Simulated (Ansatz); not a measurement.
`[NH2][Ga]([F])[SH]` + H₂O → `[OH][Ga]([F])[SH]` + NH₃  (formal hydrolysis of a Ga–N bond)

Calculated with Ansatz (gas phase, PBE0-D4/def2-TZVP geometries, no zero-point term in ΔE). CBS: MP2 limit from def2 TZ/QZ plus the TZ coupled-cluster correction, frozen cores. This one scheme is used for every species. DFT in def2-TZVPP. B3LYP here is the variant with VWN-RPA as its local correlation; programs differ in this. For Ga outer-core shells are correlated without core-valence functions, which leaves a few kJ/mol of doubt a bond. Scalar relativity is left out up to krypton. Each species was taken in one conformer, which may not be the lowest.

| level | ΔE (kJ/mol) | difference from CCSD(T)/CBS |
| --- | --- | --- |
| r2SCAN-D4 | -20.5 | -7.7 |
| B3LYP-D4 | -19.0 | -6.2 |
| ωB97M-V | -17.7 | -4.9 |
| B2PLYP | -21.0 | -8.2 |
| PBE | -20.6 | -7.8 |
| r2SCAN | -20.9 | -8.1 |
| PBE0 | -17.0 | -4.2 |
| MP2/def2-TZVPP | -17.6 | -4.8 |
| SCS-MP2/def2-QZVPP | -16.8 | -4.0 |
| CCSD(T)/def2-QZVPP | -16.3 | -3.5 |
| CCSD(T)/CBS | -12.8 | 0 |

Largest T1 diagnostic among the species: 0.014.

From PBE to PBE0 (25 % exact exchange), in def2-TZVPP and without D4, ΔE moves by +3.6 kJ/mol.
